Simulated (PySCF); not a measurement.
# How methods differ on the excitation energy of Hg²⁺

Hg²⁺ [Xe] 4f14 5d10 (1S) → Hg²⁺ [Xe] 4f14 5d9 6s1 (3D), as a difference of total energies. Computed with PySCF 2.14 in x2c-TZVPPall with one added diffuse shell each of s, p, d, f type (12s8p8d4f1g, 113 functions), with the spin-free X2C one-electron Hamiltonian (Gaussian nucleus). Correlated levels: valence: [Xe] 4f14 frozen. The calculations carry no spin-orbit coupling.

```tsv
method	excitation energy (eV)
UHF	6.075
MP2 (valence)	6.505
SCS-MP2 (valence)	6.582
CCSD (valence)	6.406
CCSD(T) (valence)	6.421
```

Task: How much does correlation contribute at CCSD(T) (valence)?

Result: 6.421 − (6.075) = 0.346 eV, measured against UHF.

A first-order spin-orbit estimate (lowest level to lowest level, LS coupling) adds -0.801 eV.
